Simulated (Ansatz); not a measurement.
Input file for Ansatz (a program for electronic structure): R-PBE/def2-TZVPP on H4N2Si (SMILES N[Si]N), a point of a torsion scan.

Ansatz 0.2 input:
```yaml
crystal:
  periodic: [false, false, false]
  atoms:
    - {symbol: N, position_ang: [1.25171330, 0.04649665, -0.21034338]}
    - {symbol: Si, position_ang: [0.47238880, -0.10136865, 1.32274232]}
    - {symbol: N, position_ang: [-0.82732890, -1.11643734, 0.84682814]}
    - {symbol: H, position_ang: [1.22196157, -0.67459538, -0.91913293]}
    - {symbol: H, position_ang: [2.08203266, 0.60646522, -0.30720979]}
    - {symbol: H, position_ang: [-0.96920935, -1.47405655, -0.08865600]}
    - {symbol: H, position_ang: [-1.52772534, -1.44398594, 1.48813980]}
basis:
  gaussian:
    orbitals: def2-TZVPP
hamiltonian:
  xc: {name: PBE}
scf: {lower_state_search: off}
```

Program output:

```
WARN ansatz: RAYON_NUM_THREADS=1 ignored (pool sized by the plan → 1); use --threads N
Functional definition: PBE
these checks for a lower state are left out or cut short: stability, starts, cluster_reference, orbital_swaps, neighbouring_geometries, increment
integrals: 0.06 GiB planned
834 factors; their error is unknown
mean field: 0.48 GiB planned
mean field evaluation 1: about -10899.2554 eV, gradient 9.9e1 eV
mean field evaluation 2: about -10815.9067 eV, gradient 1.8e2 eV
mean field evaluation 4: about -10917.1581 eV, gradient 1.3e1 eV
mean field evaluation 8: about -10917.6161 eV, gradient 1.1e-1 eV
mean field evaluation 16: about -10917.6009 eV, gradient 5.7e-5 eV
mean field -10917.60091779 eV, -401.2144335132 hartree, gradient 6.4e-6 eV, S^2 0.000000; 0 other end points of the search recorded, 0 dependent functions left out
reference -10917.60095061 eV, -401.2144347193 hartree; 16, 16 occupied and 144, 144 virtual orbitals, 834 factors
Total energy: -10917.60095061 eV, -401.2144347193 hartree
Checks for a lower state left out: stability, starts, cluster_reference, orbital_swaps, neighbouring_geometries, increment
```

The run converged.

Cost: about 1.3 core-seconds (a rough figure).
